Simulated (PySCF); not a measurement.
## Computed properties of CF2, SMILES F[C]F

CF2, SMILES F[C]F (connectivity only; charge and spin as stated), neutral, multiplicity 1. The structure is a stationary point at B3LYP-D3(BJ)/def2-TZVP. The isomer is the one that the SMILES or the coordinates give; other isomers of the formula were not compared. Other conformers were not sampled. All values are computed for the isolated molecule unless a solvent is named; none is compared with measurement here.

**Structure.** The optimised structure has C2v symmetry. All 3 harmonic modes at B3LYP-D3(BJ)/def2-TZVP (PySCF) are real, so it is a minimum. With heavy atoms numbered as in [F:1][C:2][F:3], the shortest bond between them is F1–C2 at 1.304 Å and the longest C2–F3 at 1.304 Å.

**Vibrations.** The strongest infrared lines (harmonic, unscaled, degenerate partners summed) lie at 1110 cm⁻¹ (372 km/mol, C 66 %, F 34 %), 1227 cm⁻¹ (115 km/mol, C 64 %, F 36 %), 670 cm⁻¹ (3 km/mol, F 88 %, C 12 %). The softest mode is at 670 cm⁻¹ and the zero-point energy is 4.3 kcal/mol.

**Electronic structure.** M06-2X/def2-TZVPD (PySCF) places the frontier levels at -10.43 and -1.20 eV, a gap of 9.23 eV, and gives a dipole moment of 0.49 D and a mean polarisability of 16.2 bohr³.

**Excitations.** TDDFT-CAM-B3LYP/def2-TZVPD (PySCF) has S1 at 4.76 eV (261 nm, f = 0.031, weak); the most intense of the 10 singlets computed lies at 9.80 eV (f = 0.20). T1 (TDA) is at 2.47 eV. No vertical singlet excitation falls in the visible range (under 3.1 eV).

**NMR.** GIAO shifts at B3LYP/pcSseg-2 (PySCF) (non-relativistic, atoms alike by connectivity averaged): ¹³C at 328.7 ppm against TMS; ¹⁹F at 236.9 ppm against CFCl3.
